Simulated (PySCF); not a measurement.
# How many f electrons in EuBr?

Unrestricted PBE0; PySCF, spin-free X2C with a Gaussian nucleus, basis sets Eu ANO-RCC-VTZP, Br ANO-RCC-VTZP. The search starts from ions with several 4f fillings and holds each by maximum overlap.

The lowest solution has 2Ms+1 = 9, about 7.0 4f electrons, near 2.72 Å.

The lowest solution of each spin and filling, followed along the bond (rough minima from three points):

```csv
2Ms+1,4f population,⟨S²⟩ at the start,R at minimum (Å),Te (eV)
9,7.03,20.01,2.72,0.00
7,7.03,13.01,2.72,0.25
```

Solutions at the starting distance of 2.625 Å, counted from the lowest; the search is not exhaustive:

```json
{"2Ms+1": "9", "4f population": "7.03", "E (eV)": "0.00", "⟨S²⟩": "20.01", "⟨Lz²⟩": "0.0", "μ (D)": "-4.92"}
{"2Ms+1": "7", "4f population": "7.03", "E (eV)": "0.25", "⟨S²⟩": "13.01", "⟨Lz²⟩": "0.0", "μ (D)": "-4.49"}
{"2Ms+1": "9", "4f population": "7.02", "E (eV)": "1.52", "⟨S²⟩": "20.01", "⟨Lz²⟩": "4.0", "μ (D)": "-7.42"}
{"2Ms+1": "9", "4f population": "7.03", "E (eV)": "1.60", "⟨S²⟩": "20.01", "⟨Lz²⟩": "1.0", "μ (D)": "-4.22"}
{"2Ms+1": "7", "4f population": "7.03", "E (eV)": "2.01", "⟨S²⟩": "13.01", "⟨Lz²⟩": "1.0", "μ (D)": "-3.42"}
{"2Ms+1": "7", "4f population": "7.02", "E (eV)": "2.08", "⟨S²⟩": "13.01", "⟨Lz²⟩": "4.0", "μ (D)": "-7.25"}
{"2Ms+1": "9", "4f population": "6.04", "E (eV)": "3.33", "⟨S²⟩": "20.01", "⟨Lz²⟩": "8.0", "μ (D)": "-4.84"}
{"2Ms+1": "9", "4f population": "6.07", "E (eV)": "3.41", "⟨S²⟩": "20.02", "⟨Lz²⟩": "9.9", "μ (D)": "-4.69"}
{"2Ms+1": "7", "4f population": "6.09", "E (eV)": "3.45", "⟨S²⟩": "12.07", "⟨Lz²⟩": "4.0", "μ (D)": "-2.95"}
{"2Ms+1": "7", "4f population": "6.09", "E (eV)": "3.45", "⟨S²⟩": "12.07", "⟨Lz²⟩": "4.0", "μ (D)": "-2.95"}
```

Partly filled real f orbitals mix terms, so no term symbols are given. A positive dipole means Eu(−)Br(+).

Spin–orbit coupling is left out. Counting both spins, an empty level lies below a filled one in some of these solutions, because spin and occupation are held. With d or f electrons several states lie close, and the lowest PBE0 determinant need not be the measured ground state.
